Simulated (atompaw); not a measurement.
**Before and after: PAW (atompaw) potential for Pt**

- Element: Pt (Z = 78)
- Generator: atompaw 4.2.0.5
- Type: PAW
- Functional: LDA (PW92)
- Relativity: scalar-relativistic
- Frozen core: [Kr] 4d10 4f14
- Valence charge: 18
- Reference configuration: 5s2 5p6 5d9 6s1 6p0
- Partial waves: 5s (bound): rc 1.60 bohr; 6s (bound): rc 1.50 bohr; 5p (bound): rc 1.20 bohr; 6p (bound, empty): rc 2.15 bohr; 5d (bound): rc 2.15 bohr; 5d channel at 0.15 Ry: rc 2.15 bohr
- Local potential: troulliermartins scheme with l = 3 at 0 Ry, radius 1.85 bohr
- Core correction: smooth core density matched at 1.65 bohr
- Augmentation charge: sinc compensation charge, radius 1.65 bohr; PAW radius 2.15 bohr; waves and projectors: custom rrkj vanderbiltortho

Change: all radii scaled by about 1.08 (s 1.72, p 1.30, d 2.32 bohr); local potential troulliermartins scheme with l = 3 at 0 Ry, radius 1.98 bohr; augmentation sinc compensation charge, radius 1.78 bohr; PAW radius 2.32 bohr; waves and projectors: custom rrkj vanderbiltortho; core correction smooth core density matched at 1.78 bohr.

Cutoffs: the cutoffs (Ry, on a coarse ladder) from which the occupation-weighted sum of valence levels, in a spherical-Bessel basis at the reference potential, stays within 10 and 1 mRy of its value at 400 Ry; they do not see the model core or the augmentation charge, which bear on the density cutoff.

Problem. What does the change do?

Solution. The potential gets softer (55 Ry and 100 Ry → 45 Ry and 90 Ry); neither file shows a bound ghost. A larger radius leaves more room for a smooth pseudo-wave, so fewer plane waves are needed.

```csv
quantity,base,changed
"cutoff, loose",55 Ry,45 Ry
"cutoff, tight",100 Ry,90 Ry
bound ghosts,none,none
lowest overlap eigenvalue by channel,"s 0.21, p 0.47, d 1.00","s 0.16, p 0.43, d 0.93"
```

 The cutoffs see the waves, projectors and local potential, not the compensation charge or the core.
